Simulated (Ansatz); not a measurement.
Basis sets compared for closo-2-NB4 (H on N) (B₄NH₅). Charge 0, multiplicity 1. Geometry r2SCAN-D4/def2-SVP. Ansatz on 4 threads of Arm Neoverse V1 on a shared host; times are rough, and most runs start from earlier orbitals.

```xyz
10

N     0.770    0.174   -0.067
B    -0.420   -0.927    0.441
B    -0.053   -0.457   -1.200
B    -0.044    0.435    1.208
B    -0.841    0.643   -0.331
H     1.765    0.398   -0.154
H    -0.407   -2.108    0.624
H     0.347   -0.990   -2.188
H     0.246    1.124    2.136
H    -1.363    1.709   -0.468
```

Binding counts from free atoms (N quartet, B doublet, H doublet) in the same basis, without a counterpoise term.

| level | functions | energy (Eh) | HOMO (eV) | LUMO (eV) | binding per atom (eV) | wall time |
| --- | --- | --- | --- | --- | --- | --- |
| HF/STO-3G | 30 | -154.0461 | -7.08 | 6.05 | 3.80 | 0.1 s |
| HF/def2-TZVP | 185 | -156.0394 | -8.58 | 2.39 | 2.74 | 0.7 s |
| PBE-D4/def2-SVP | 95 | -156.7607 | -5.69 | -1.65 | 4.01 | 0.75 s |
| PBE-D4/def2-TZVP | 185 | -156.9273 | -5.74 | -1.77 | 3.96 | 1.4 s |
| r2SCAN-D4/def2-TZVP (with forces) | 185 | -157.0554 | -5.87 | -1.58 | 3.89 | 3.4 s |
| PBE0-D4/def2-SVP | 95 | -156.7875 | -6.68 | -0.75 | 3.95 | 0.75 s |
| PBE0-D4/def2-TZVP | 185 | -156.9511 | -6.69 | -0.85 | 3.89 | 1.7 s |

(1) Estimate the rows for PBE-D4/def2-TZVPD, r2SCAN-D4/def2-TZVPD, PBE0-D4/def2-TZVPD.

Answers

(1) 
```json
{"level": "PBE-D4/def2-TZVPD", "functions": "230", "energy (Eh)": "-156.9280", "HOMO (eV)": "-5.75", "LUMO (eV)": "-1.80", "binding per atom (eV)": "3.96", "wall time": "2.2 s"}
{"level": "r2SCAN-D4/def2-TZVPD", "functions": "230", "energy (Eh)": "-157.0558", "HOMO (eV)": "-5.87", "LUMO (eV)": "-1.60", "binding per atom (eV)": "3.89", "wall time": "4.3 s"}
{"level": "PBE0-D4/def2-TZVPD", "functions": "230", "energy (Eh)": "-156.9516", "HOMO (eV)": "-6.70", "LUMO (eV)": "-0.88", "binding per atom (eV)": "3.89", "wall time": "2.6 s"}
```
